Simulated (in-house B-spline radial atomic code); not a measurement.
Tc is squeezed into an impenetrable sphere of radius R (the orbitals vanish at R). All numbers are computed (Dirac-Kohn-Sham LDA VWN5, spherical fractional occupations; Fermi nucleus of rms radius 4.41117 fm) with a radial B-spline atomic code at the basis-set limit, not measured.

Energies in eV above the free atom in [Kr] 4d5 5s2:

```
R (bohr)  highest level (eV)  [Kr] 4d5 5s2  [Ar] 3d10 4s2 4p5 4d6 5s2  [Ar] 3d10 4s2 4p5 4d5 5s2 5f1
    7.85               -5.02        0.1468                      39.06                          64.32
    6.39               -4.33        0.8143                      39.68                          71.29
    4.89               -1.44         4.935                      43.62                          87.36
    4.14                2.94         12.89                      51.44                          106.2
    3.53                10.9         29.91                      68.52                          137.8
    3.16                20.2         52.03                      90.99                          173.5
    2.77                37.7         98.25                      138.2                          240.8
    2.37                72.7         203.6                      246.1                          380.4
    1.68                 258         920.1                      974.5                           1222
    1.53                 351          1349                       1408                           1699
```

(1) Does [Ar] 3d10 4s2 4p5 4d6 5s2 fall below [Kr] 4d5 5s2 under compression?

(2) Does [Ar] 3d10 4s2 4p5 4d5 5s2 5f1 fall below [Kr] 4d5 5s2 under compression?

The highest level is first positive in the row R = 4.14 bohr, pushed up by confinement above the zero of the free ion's potential. Each configuration is held fixed and needn't be the lowest in the sphere.

## Answers

(1) No, it stays above over the whole range.

(2) No, it stays above over the whole range.
